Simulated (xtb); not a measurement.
Harmonic IR lines of one isomer of C$_{7}$H$_{13}$BS, unscaled. All values below come from xtb with GFN2-xTB.

```csv
wavenumber (cm⁻¹),relative intensity
144,21
785,10
804,7.6
821,18
828,21
847,44
858,3.5
907,6.9
942,9.9
966,3.8
993,9.1
1084,6.1
1116,4.6
1163,3.2
1187,12
1198,4.1
1220,27
1246,18
1259,7.0
1268,9.2
2430,79
2641,70
2677,80
2851,15
2952,18
2979,19
2987,85
3002,23
3009,100
```

Question: Identify which structure gives these lines.
(A) `B[C@@H]1C[C@@H]2CC[C@H]1[C@@H]2S`
(B) `B[C@]12CC[C@](S)(CC1)C2`
(C) `B[C@@H]1[C@@H]2CC[C@@H](C2)[C@H]1S`
(D) `B[C@@H]1C[C@H]2CC[C@]1(S)C2`

Answer: A, `B[C@@H]1C[C@@H]2CC[C@H]1[C@@H]2S`
